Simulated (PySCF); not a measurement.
Excitations are Tamm–Dancoff values on a coarser integration grid. The basis has no diffuse functions, so Rydberg states are missing or too high.

## CH$_{3}$F$_{3}$Si, SMILES `C[Si](F)(F)F` (charge 0, multiplicity 1)

Computed with r2SCAN-D4/def2-TZVP (PySCF).

```yaml
HOMO: -9.25 eV
dipole_moment: 2.35 D
HOMO–LUMO gap: 10.06 eV
LUMO: 0.81 eV
S1 excitation (TDA): 10.24 eV
S1 oscillator strength: 0.207
brightest of the four lowest singlets (TDA): 10.24 eV
T1 excitation (TDA): 9.60 eV
S1–T1 gap (TDA): 0.63 eV
total_energy: -629.1591 Ha
cost: roughly 5 core-minutes
```

Bond lengths (Å): C1–Si2 1.827, C1–H6 1.092, C1–H7 1.092, C1–H8 1.092, Si2–F3 1.580, Si2–F4 1.580, Si2–F5 1.580. Bond angles (°): Si2–C1–H6 110.6, Si2–C1–H7 110.6, Si2–C1–H8 110.6, H6–C1–H7 108.3, H6–C1–H8 108.3, H7–C1–H8 108.3, C1–Si2–F3 111.7, C1–Si2–F4 111.7, C1–Si2–F5 111.7, F3–Si2–F4 107.1, F3–Si2–F5 107.1, F4–Si2–F5 107.1.
